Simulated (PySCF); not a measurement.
Values are calculated unless marked as measured or tabulated.
CH7ClNSi2

CH7ClNSi2 is a small molecule (built as: C site whose three back bonds go to SiH3, NHSiH3, Cl), neutral, doublet. The structure, one conformer, was relaxed in the gas phase by PBE0-D3(BJ)/def2-SVP. No frequency run checks that it is a minimum.

SMILES: [SiH3]N[C]([SiH3])Cl

```
atom   x (Å)   y (Å)   z (Å)
  C1  -0.538   0.615  -0.388
 Si2  -0.656   0.500  -2.231
  N3   0.116  -0.267   0.447
 Si4   0.400  -0.108   2.178
 Cl5  -1.098   2.063   0.394
  H6   0.338   1.361  -2.954
  H7  -0.385  -0.928  -2.591
  H8  -2.021   0.904  -2.682
  H9   0.428  -1.117  -0.011
 H10   1.252   1.072   2.502
 H11   1.123  -1.366   2.522
 H12  -0.867  -0.024   2.960
```

EPR values by unrestricted B3LYP, IGLO-III on C Cl N Si, pcH-1 on H.

(1) Predict g and the largest hyperfine couplings. Where does the spin sit?

(2) How do the isotropic couplings move with BHandHLYP?

## Answers

(1) g = 2.0016, 2.0055, 2.0076. The spin sits on C1 (70 %, bonded to 1 Cl + 1 N + 1 Si) by Mulliken populations.
```csv
atom,isotope,isotropic (MHz),"dipolar, principal values (MHz)"
C1,13C,78.2,"-63.6, -62.9, 126.5"
H6,1H,73.9,"-2.9, -1.7, 4.6"
Si2,29Si,37.2,"-3.3, -0.6, 3.9"
Cl5,35Cl,3.3,"-19.8, -11.5, 31.3"
H8,1H,27.0,"-3.1, -2.2, 5.3"
H12,1H,22.3,"-1.9, -1.5, 3.4"
```

(2) C1 78.2 to 113.0 MHz, H6 73.9 to 71.6 MHz, Si2 37.2 to 51.1 MHz, Cl5 3.3 to 6.0 MHz.
